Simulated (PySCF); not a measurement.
## Krypton: a sound run and one with changed settings

Sound run: Kr [Kr], Kr⁺ [Ar] 3d10 4s2 4p5. All numbers are calculated (PySCF 2.14, the non-relativistic Hamiltonian (point nucleus), in def2-SVP (5s4p3d, 32 functions)). In the sound run the correlated levels freeze [Ar] 3d10. The sound run starts from symmetry-adapted Hartree-Fock orbitals and uses a fine grid where one is needed.

Changed run: basis STO-3G. This setting is unsound on purpose.

```
species  method  sound run (hartree)  changed run (hartree)  converged
     Kr     UHF          -2751.66988            -2722.70600        yes
     Kr  r2SCAN          -2753.42247            -2724.15046        yes
     Kr    MN15          -2753.74627            -2721.41009        yes
     Kr     MP2          -2751.79530            -2722.70600        yes
    Kr⁺     UHF          -2751.18533            -2722.30230        yes
    Kr⁺  r2SCAN          -2752.89889            -2723.70411        yes
    Kr⁺    MN15          -2753.23157            -2720.97560        yes
    Kr⁺     MP2          -2751.28583            -2722.30230        yes
```

Ionisation energy of Kr:

| method | sound run (eV) | changed run (eV) |
| --- | --- | --- |
| UHF | 13.185 | 10.985 |
| r2SCAN | 14.247 | 12.146 |
| MN15 | 14.006 | 11.823 |
| MP2 | 13.863 | 10.985 |
| SCS-MP2 | 13.786 | 10.985 |

A minimal basis cannot let orbitals breathe on ionisation and holds almost no correlation.

For comparison, NIST gives 14.000 eV between the lowest levels.
